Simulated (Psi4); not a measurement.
H7AlOSi2, singlet, geometry from GFN2-xTB (such geometries of metal compounds can be far from the true shape).

The Psi4 input:
```
memory 2 GB

molecule mol {
0 1
Al   -0.213703   -0.214688   -0.017004
O    -1.366021   -1.397769   -0.112728
H    -2.023755   -2.078881   -0.165913
Si   -0.822507    1.791046   -1.249675
H     0.187776    2.865396   -1.373122
H    -2.010657    2.490853   -0.704452
H    -1.205526    1.505561   -2.653773
Si    1.697567   -0.896884    1.321975
H     2.871832    0.001167    1.382957
H     2.268449   -2.191601    0.877590
H     1.367355   -1.137663    2.747399
}

set {
  basis sto-3g
  reference rhf
  freeze_core true
}

energy('mp2')
print_variables()
```

**Question.** Predict the number of basis functions from MP2/STO-3G run with Psi4.

**Answer.** 39

**Question.** Give the MP2 correlation energy at the level MP2/STO-3G.

**Answer.** -0.1375 Eh

**Question.** What is the computed total energy (MP2/STO-3G)?

**Answer.** -888.2866 Eh

**Question.** Give the nuclear repulsion energy at the level MP2/STO-3G.

**Answer.** 240.6380 Eh
